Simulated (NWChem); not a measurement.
Program: NWChem. System: HOSi, charge 0, spin multiplicity 2, at a geometry optimised with UPBE/def2-SVP. The structure started from a generated list of species. Its SCF solution wasn't tested for a lower state. Level: UHF/def2-TZVP.

NWChem printed:

```
             Northwest Computational Chemistry Package (NWChem) 7.3.0
             --------------------------------------------------------

                                NWChem Input Module
                                -------------------

 Scaling coordinates for geometry "geometry" by  1.889725989
 (inverse scale =  0.529177249)

 Turning off AUTOSYM since
 SYMMETRY directive was detected!

                             Geometry "geometry" -> ""
                             -------------------------

 Output coordinates in angstroms (scale by  1.889725989 to convert to a.u.)

  No.       Tag          Charge          X              Y              Z
 ---- ---------------- ---------- -------------- -------------- --------------
    1 O                    8.0000     0.49520200     0.92853600     0.00000000
    2 Si                  14.0000    -0.31758900    -0.40642900     0.00000000
    3 H                    1.0000     0.48462600    -1.73828900     0.00000000

 Effective nuclear repulsion energy (a.u.)      44.2732449273

            Nuclear Dipole moment (a.u.)
            ----------------------------
        X                 Y               Z
 ---------------- ---------------- ----------------
    -0.0000075589    -0.0000132281     0.0000000000

      Symmetry information
      --------------------

 Group name             Cs
 Group number              2
 Group order               2
 No. of unique centers     3

      Symmetry unique atoms

     1    2    3


 Summary of "ao basis" -> "" (spherical)
 ------------------------------------------------------------------------------
       Tag                 Description            Shells   Functions and Types
 ---------------- ------------------------------  ------  ---------------------
 *                         def2-tzvp                  on all atoms

 Summary of "ao basis" -> "ao basis" (spherical)
 ------------------------------------------------------------------------------
       Tag                 Description            Shells   Functions and Types
 ---------------- ------------------------------  ------  ---------------------
 O                         def2-tzvp                11       31   5s3p2d1f
 Si                        def2-tzvp                13       37   5s5p2d1f
 H                         def2-tzvp                 4        6   3s1p

                                 NWChem SCF Module
                                 -----------------

  ao basis        = "ao basis"
  functions       =    74
  atoms           =     3
  alpha electrons =    12
  beta  electrons =    11
  charge          =   0.00
  wavefunction    = UHF
  use symmetry    = T
  symmetry adapt  = T

 Summary of "ao basis" -> "ao basis" (spherical)
 ------------------------------------------------------------------------------
       Tag                 Description            Shells   Functions and Types
 ---------------- ------------------------------  ------  ---------------------
 O                         def2-tzvp                11       31   5s3p2d1f
 Si                        def2-tzvp                13       37   5s5p2d1f
 H                         def2-tzvp                 4        6   3s1p

      Symmetry analysis of basis
      --------------------------

        a'         51
        a"         23

 Forming initial guess at       0.1s

   Symmetry analysis of molecular orbitals - initial alpha
   -------------------------------------------------------

  Numbering of irreducible representations:

     1 a'          2 a"

  Orbital symmetries:

     1 a'          2 a'          3 a'          4 a"          5 a'
     6 a'          7 a'          8 a'          9 a'         10 a'
    11 a"         12 a'         13 a"         14 a'         15 a'
    16 a'         17 a'         18 a"         19 a"         20 a'
    21 a'         22 a"

   Symmetry analysis of molecular orbitals - initial beta
   ------------------------------------------------------

  Numbering of irreducible representations:

     1 a'          2 a"

  Orbital symmetries:

     1 a'          2 a'          3 a'          4 a"          5 a'
     6 a'          7 a'          8 a'          9 a'         10 a"
    11 a'         12 a'         13 a"         14 a'         15 a'
[...]
 Vector   13  Occ=0.000000D+00  E= 1.813528D-02  Symmetry=a"
              MO Center= -4.3D-01, -5.5D-01, -3.6D-15, r^2= 3.5D+00
   Bfn.  Coefficient  Atom+Function         Bfn.  Coefficient  Atom+Function
  ----- ------------  ---------------      ----- ------------  ---------------
    51      0.713732  2 Si pz                48      0.302969  2 Si pz
    14     -0.242504  1 O  pz                 8     -0.171193  1 O  pz

 Vector   14  Occ=0.000000D+00  E= 1.190891D-01  Symmetry=a'
              MO Center= -4.5D-01, -4.8D-01, -1.4D-15, r^2= 5.2D+00
   Bfn.  Coefficient  Atom+Function         Bfn.  Coefficient  Atom+Function
  ----- ------------  ---------------      ----- ------------  ---------------
    50      1.211834  2 Si py                 5     -1.049269  1 O  s
    36      0.555990  2 Si s                 49      0.553860  2 Si px
    71      0.254441  3 H  s                  4      0.170570  1 O  s
    13      0.168471  1 O  py                35      0.150364  2 Si s

 Vector   15  Occ=0.000000D+00  E= 1.588626D-01  Symmetry=a'
              MO Center= -5.9D-01, -5.1D-01,  3.7D-15, r^2= 5.4D+00
   Bfn.  Coefficient  Atom+Function         Bfn.  Coefficient  Atom+Function
  ----- ------------  ---------------      ----- ------------  ---------------
    71      2.066713  3 H  s                 36     -1.335561  2 Si s
    49     -1.201067  2 Si px                50      1.108903  2 Si py
    35     -0.229198  2 Si s                 13     -0.224681  1 O  py
    47      0.221912  2 Si py                12      0.187322  1 O  px

                     UHF Final Beta Molecular Orbital Analysis
                     -----------------------------------------

 Vector    9  Occ=1.000000D+00  E=-4.967462D-01  Symmetry=a'
              MO Center=  3.6D-01,  4.0D-02,  8.8D-15, r^2= 2.3D+00
   Bfn.  Coefficient  Atom+Function         Bfn.  Coefficient  Atom+Function
  ----- ------------  ---------------      ----- ------------  ---------------
     7      0.317580  1 O  py                10      0.279372  1 O  py
    47     -0.274049  2 Si py                70      0.167744  3 H  s
    13      0.166264  1 O  py

 Vector   10  Occ=1.000000D+00  E=-4.544854D-01  Symmetry=a"
              MO Center=  3.7D-01,  7.3D-01,  6.8D-15, r^2= 1.0D+00
   Bfn.  Coefficient  Atom+Function         Bfn.  Coefficient  Atom+Function
  ----- ------------  ---------------      ----- ------------  ---------------
     8      0.393931  1 O  pz                11      0.360691  1 O  pz
    14      0.240493  1 O  pz                48      0.188630  2 Si pz

 Vector   11  Occ=1.000000D+00  E=-4.256253D-01  Symmetry=a'
              MO Center=  2.2D-01,  6.9D-01, -3.7D-14, r^2= 1.2D+00
   Bfn.  Coefficient  Atom+Function         Bfn.  Coefficient  Atom+Function
  ----- ------------  ---------------      ----- ------------  ---------------
     6      0.319894  1 O  px                 9      0.292907  1 O  px
    12      0.206215  1 O  px                35     -0.183362  2 Si s
     7     -0.181296  1 O  py                10     -0.167207  1 O  py
    46      0.156544  2 Si px

 Vector   12  Occ=0.000000D+00  E=-3.517397D-03  Symmetry=a'
              MO Center= -5.9D-01, -5.5D-01, -1.3D-13, r^2= 3.1D+00
   Bfn.  Coefficient  Atom+Function         Bfn.  Coefficient  Atom+Function
  ----- ------------  ---------------      ----- ------------  ---------------
    36      0.934069  2 Si s                 71     -0.436533  3 H  s
    49     -0.299800  2 Si px                12      0.281295  1 O  px
     5     -0.256333  1 O  s                  6      0.190709  1 O  px
     9      0.165808  1 O  px                35      0.155080  2 Si s

 Vector   13  Occ=0.000000D+00  E= 4.258532D-02  Symmetry=a"
              MO Center= -3.3D-01, -5.8D-01,  4.5D-14, r^2= 3.7D+00
   Bfn.  Coefficient  Atom+Function         Bfn.  Coefficient  Atom+Function
  ----- ------------  ---------------      ----- ------------  ---------------
    51      0.785046  2 Si pz                14     -0.272936  1 O  pz
    48      0.241074  2 Si pz                 8     -0.174111  1 O  pz

 Vector   14  Occ=0.000000D+00  E= 1.306359D-01  Symmetry=a'
              MO Center= -2.5D-01, -5.3D-01,  4.6D-14, r^2= 5.5D+00
   Bfn.  Coefficient  Atom+Function         Bfn.  Coefficient  Atom+Function
  ----- ------------  ---------------      ----- ------------  ---------------
     5      1.225381  1 O  s                 50     -1.145064  2 Si py
    36     -0.842125  2 Si s                 49     -0.732496  2 Si px
    13     -0.236591  1 O  py                 4     -0.188962  1 O  s
     3      0.153346  1 O  s

 center of mass
 --------------
 x =  -0.01999963 y =   0.07265387 z =   0.00000000

 moments of inertia (a.u.)
 ------------------
          76.387349015290         -36.193253061105           0.000000000000
         -36.193253061105          24.911191056767           0.000000000000
           0.000000000000           0.000000000000         101.298540072056

  Mulliken analysis of the total density
  --------------------------------------

    Atom       Charge   Shell Charges
 -----------   ------   -------------------------------------------------------
    1 O    8     8.60   0.79  1.18  0.59  0.96  0.32  1.77  1.97  0.99  0.00  0.02  0.00
    2 Si  14    13.41   2.00  0.59  1.39  0.90  0.50  4.11  1.73  0.47  1.02  0.30  0.16  0.20  0.05
    3 H    1     0.99   0.22  0.54  0.22  0.01

  Mulliken analysis of the alpha density
  --------------------------------------

    Atom       Charge   Shell Charges
 -----------   ------   -------------------------------------------------------
    1 O    8     4.43   0.40  0.59  0.30  0.48  0.16  0.96  1.05  0.48  0.00  0.01  0.00
    2 Si  14     6.94   1.00  0.30  0.69  0.50  0.30  2.06  0.86  0.26  0.59  0.16  0.09  0.11  0.02
    3 H    1     0.63   0.14  0.34  0.14  0.00

   Mulliken analysis of the beta density
   -------------------------------------

    Atom       Charge   Shell Charges
 -----------   ------   -------------------------------------------------------
    1 O    8     4.17   0.40  0.59  0.29  0.47  0.16  0.81  0.92  0.51  0.00  0.01  0.00
    2 Si  14     6.47   1.00  0.29  0.70  0.41  0.20  2.05  0.87  0.21  0.43  0.13  0.07  0.09  0.02
    3 H    1     0.36   0.08  0.20  0.08  0.01

   Mulliken analysis of the spin density
   -------------------------------------

    Atom       Charge   Shell Charges
 -----------   ------   -------------------------------------------------------
    1 O    8     0.26   0.00 -0.00  0.01  0.01 -0.01  0.15  0.13 -0.02 -0.00 -0.00 -0.00
    2 Si  14     0.47   0.00  0.00 -0.00  0.09  0.11  0.01 -0.01  0.04  0.17  0.03  0.01  0.02  0.00
    3 H    1     0.27   0.05  0.15  0.06 -0.00

       Multipole analysis of the density wrt the origin
       ------------------------------------------------

     L   x y z        total         alpha         beta         nuclear
     -   - - -        -----         -----         ----         -------
     0   0 0 0     -0.000000    -12.000000    -11.000000     23.000000

     1   1 0 0     -0.805013      0.082607     -0.887612     -0.000008
     1   0 1 0     -1.444192     -0.235506     -1.208673     -0.000013
     1   0 0 1      0.000000      0.000000      0.000000      0.000000

     2   2 0 0    -14.251717    -16.066714    -11.072051     12.887047
     2   1 1 0     -0.788985     -9.278173     -8.091857     16.581046
     2   1 0 1     -0.000000      0.000000     -0.000000      0.000000
     2   0 2 0    -15.566209    -31.891965    -27.354306     43.680062
     2   0 1 1      0.000000      0.000000      0.000000      0.000000
     2   0 0 2    -12.140928     -6.577161     -5.563768      0.000000

 Task  times  cpu:        2.9s     wall:        2.9s

 Total times  cpu:        2.9s     wall:        2.9s
```

Task: Write an NWChem input that would produce this output.

Result: One answer among several that fit: 
```
start mol
memory heap 200 mb stack 900 mb global 1100 mb
geometry units angstroms nocenter noautoz
  O      0.495202     0.928536     0.000000
  Si    -0.317589    -0.406429     0.000000
  H      0.484626    -1.738289     0.000000
  symmetry group Cs
end
basis spherical
  * library def2-tzvp
end
scf
  uhf
  nopen 1
  maxiter 100
  thresh 1e-7
  semidirect memsize 60000000 filesize 0
  # guess.movecs holds the orbitals of an unrestricted PBE0 run
  vectors input guess.movecs output mol.movecs
end
task scf energy
```
